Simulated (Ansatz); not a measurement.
`C[NH][GaH2]` + HCl → `[Cl][GaH2]` + CH₃NH₂ at 500 K and 1 bar (ligand exchange at a Ga–N bond).

Isolated molecules relaxed with PBE0-D4/def2-TZVP in Ansatz; ΔE leaves out vibrations. CBS: MP2 limit from def2 TZ/QZ plus the TZ coupled-cluster correction, frozen cores. This one scheme is used for every species. For Ga outer-core shells are correlated without core-valence functions, which leaves a few kJ/mol of doubt a bond. Scalar relativity is left out up to krypton.

| species | CCSD(T)/CBS energy (Eh) | H − E (kJ/mol) | S (J/(mol·K)) |
| --- | --- | --- | --- |
| `C[NH][GaH2]` | -2020.30020 | 213.8 | 353.1 |
| HCl | -460.38127 | 32.5 | 201.9 |
| `[Cl][GaH2]` | -2384.95520 | 61.3 | 294.0 |
| CH₃NH₂ | -95.75281 | 191.8 | 270.3 |

H − E and S are ideal-gas, rigid-rotor, harmonic terms from PBE0-D4/def2-TZVP. 1 Eh = 2625.50 kJ/mol, R = 8.31446 J/(mol·K).

Task: By hand: ΔE, ΔH, ΔS and ΔG.

Result: ΔE = (-2384.95520) + (-95.75281) − (-2020.30020) − (-460.38127) = -0.02654 Eh = -69.7 kJ/mol. Δ(H − E) = 61.3 + 191.8 − 213.8 − 32.5 = 6.8, so ΔH = -62.9 kJ/mol. ΔS = 294.0 + 270.3 − 353.1 − 201.9 = 9.3 J/(mol·K). ΔG = -62.9 − 500 × (9.3)/1000 = -67.5 kJ/mol.

Task: By hand: the equilibrium constant, and the temperature at which ΔG would vanish if ΔH and ΔS stayed fixed.

Result: log₁₀ K = −ΔG/(RT ln 10) = 7.1. ΔH and −TΔS have one sign here, so there is no such temperature.

The number of gas molecules stays the same, so ΔS is small and ΔH decides. A doubt of 5 kJ/mol in ΔE shifts log₁₀ K by 0.5 here. These are equilibria of isolated gas molecules and say nothing of rates. Largest T1 diagnostic: 0.015 (customary marks: 0.02 for closed shells, 0.045 for open ones).
